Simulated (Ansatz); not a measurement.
Geometry optimisation, RKS PBE-D4/STO-3G (Ansatz 0.2.0).

Input file:

```yaml
crystal:
  periodic: [false, false, false]
  atoms:
    - { symbol: B, position_ang: [0.57, 1.0917, 1.9243] }
    - { symbol: O, position_ang: [0.7901, 0.0267, 0.9966] }
    - { symbol: Si, position_ang: [-0.4117, 0.1698, -0.2668] }
    - { symbol: C, position_ang: [-0.0561, -1.1586, -1.4583] }
    - { symbol: C, position_ang: [0.0372, -2.0646, -2.27] }
    - { symbol: H, position_ang: [1.0726, 2.1883, 1.7685] }
    - { symbol: H, position_ang: [-0.1756, 0.9818, 2.8375] }
    - { symbol: H, position_ang: [-1.6965, 0.0727, 0.3021] }
    - { symbol: H, position_ang: [-0.2296, 1.4771, -0.9016] }
    - { symbol: H, position_ang: [0.1827, -2.8361, -2.9293] }
basis:
  gaussian: { orbitals: STO-3G }
hamiltonian:
  xc: pbe
  dispersion: d4
relax:
  f_tol: 0.02
  max_steps: 40
```

Launched with:

```bash
$ ansatz run input.yaml --threads 1 --pin off --max-ram 2048MiB --backend cpu --events-out ev --progress --plain --runs-dir out
```

Q: Where does it end, and by what steps?

A: The forces met the threshold. The force dipped under the threshold on the way, but the program's further checks kept it going. Limits of this set-up: minimal basis. After 20 steps the energy has fallen by 1.129 eV; H7 moved furthest, 1.18 Å.

```tsv
step	energy less start (eV)	largest force component (eV/Å)	accepted
0	0.0000	2.541	yes
1	-0.2061	1.485	yes
2	-0.3432	0.927	yes
3	-0.4621	0.971	yes
4	-0.5980	0.794	yes
5	-0.7685	1.005	yes
6	-0.9491	0.626	yes
7	-1.0849	0.346	yes
8	-1.0734	1.376	no
9	-1.1157	0.203	yes
10	-1.1255	0.145	yes
11	-1.1213	0.228	no
12	-1.1284	0.040	yes
13	-1.1288	0.012	yes
14	-1.1290	0.030	yes
15	-1.1290	0.054	no
16	-1.1291	0.019	yes
17	-1.1292	0.037	yes
18	-1.1292	0.021	yes
19	-1.1293	0.011	yes
20	-1.1293	0.010	yes
```

```xyz
10
Properties=species:S:1:pos:R:3
B 0.660 0.897 1.870
O -0.271 0.094 1.305
Si -0.777 0.353 -0.347
C -0.134 -1.037 -1.333
C 0.305 -1.965 -1.991
H 1.165 1.805 1.297
H 0.951 0.655 2.991
H -2.235 0.320 -0.332
H -0.277 1.619 -0.878
H 0.696 -2.793 -2.580
```

Time of the run: 42 s on 1 thread of Arm Neoverse V2, with other jobs on the host, peak memory 0.15 GiB.
